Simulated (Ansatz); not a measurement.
A single point on C₆H₁₂O₂, SMILES `CCCC(=O)OCC`.

```yaml
crystal:
  periodic: [false, false, false]
  atoms:
    - {symbol: C, position_ang: [-0.757183, -2.552018, 0.349376]}
    - {symbol: C, position_ang: [0.737828, -2.284211, 0.311738]}
    - {symbol: C, position_ang: [1.098328, -0.878694, 0.758963]}
    - {symbol: C, position_ang: [0.656637, 0.184708, -0.210198]}
    - {symbol: O, position_ang: [0.407581, 0.002858, -1.372712]}
    - {symbol: O, position_ang: [0.606885, 1.385283, 0.382404]}
    - {symbol: C, position_ang: [0.239232, 2.493387, -0.448957]}
    - {symbol: C, position_ang: [-1.260060, 2.629987, -0.553512]}
    - {symbol: H, position_ang: [-1.157452, -2.415035, 1.358332]}
    - {symbol: H, position_ang: [-1.292143, -1.877274, -0.322365]}
    - {symbol: H, position_ang: [-0.982668, -3.574565, 0.039362]}
    - {symbol: H, position_ang: [1.258725, -2.997554, 0.957265]}
    - {symbol: H, position_ang: [1.115137, -2.439033, -0.702310]}
    - {symbol: H, position_ang: [2.184561, -0.768499, 0.857304]}
    - {symbol: H, position_ang: [0.682805, -0.647177, 1.743521]}
    - {symbol: H, position_ang: [0.684292, 3.361668, 0.038552]}
    - {symbol: H, position_ang: [0.691240, 2.362798, -1.433606]}
    - {symbol: H, position_ang: [-1.510763, 3.522229, -1.132188]}
    - {symbol: H, position_ang: [-1.692006, 1.764441, -1.057196]}
    - {symbol: H, position_ang: [-1.710957, 2.726689, 0.436219]}
basis:
  gaussian: {orbitals: def2-QZVPP}
correlation: {method: mp2}
```

```sh
$ ansatz run in.yaml --threads 2 --pin off --events-out ev --progress --plain --max-ram 32768MiB --backend cuda --devices 0, --max-vram 18GiB
```

Shortened log:

```
Functional definition: HF
4888 factors; integrals over basis functions are off by at most 9.2e-4 eV
mean field evaluation 1: about -10445.0515 eV, gradient 5.5e1 eV
mean field evaluation 2: about -10445.2782 eV, gradient 5.5e1 eV
mean field evaluation 4: about -10452.1726 eV, gradient 7.0e0 eV
mean field evaluation 8: about -10452.3105 eV, gradient 5.3e-1 eV
mean field evaluation 16: about -10452.3124 eV, gradient 1.1e-6 eV
mean field -10452.31236982 eV, -384.1153947593 hartree, gradient 1.1e-6 eV, S^2 0.000000; 0 other end points of the search recorded, 0 dependent functions left out
8 core orbitals not correlated: weight in the atoms' cores, before any rotation towards them, 1.000 or more for the frozen orbitals, at most 0.000 for the correlated occupied ones
reference -10452.31236982 eV, -384.1153947593 hartree; 24, 24 occupied and 784, 784 virtual orbitals, 4888 factors
second order -43.33440224 eV of doubles, -0.00000000 eV of singles
Total energy: -10495.64677207 eV, -385.7079046685 hartree
```

It took 7.5 s on 2 threads of an AMD EPYC 7R13 on a shared host and a share of an NVIDIA H100 80 GB, with 1.5 GiB of host memory at the peak.
